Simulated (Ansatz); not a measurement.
Reaction (redistribution): `CB[CH2][AlH2]` + `CB[SiH2]O` → `CB[SiH2][AlH2]` + `CBCO`

Isolated molecules relaxed with PBE0-D4/def2-TZVP in Ansatz; ΔE leaves out vibrations. CBS: MP2 limit from def2 TZ/QZ plus the TZ coupled-cluster correction, frozen cores. Functionals use def2-TZVPP. HSE06 is defined as in plane-wave codes. One conformer a species, not always the lowest.

```tsv
species	HSE06-D4 energy (Eh)
`CB[CH2][AlH2]`	-348.07539
`CB[SiH2]O`	-431.66411
`CB[SiH2][AlH2]`	-599.34454
`CBCO`	-180.32800
```

Problem. Work out ΔE.

Solution. ΔE = (-599.34454) + (-180.32800) − (-348.07539) − (-431.66411) = 0.06696 Eh = +175.8 kJ/mol. CCSD(T)/CBS gives +197.5 kJ/mol.

Largest T1 diagnostic among the species: 0.014.

Leaving LDA and LC-ωPBE aside and taking each functional with its dispersion term where it has one, the values, not all of them listed here, spread over 31.2 kJ/mol, from PBE-D4 to ωB97M-V. At CCSD(T), def2-SVP lies −25.1 kJ/mol from the extrapolated value and def2-TZVPP −3.1 kJ/mol.
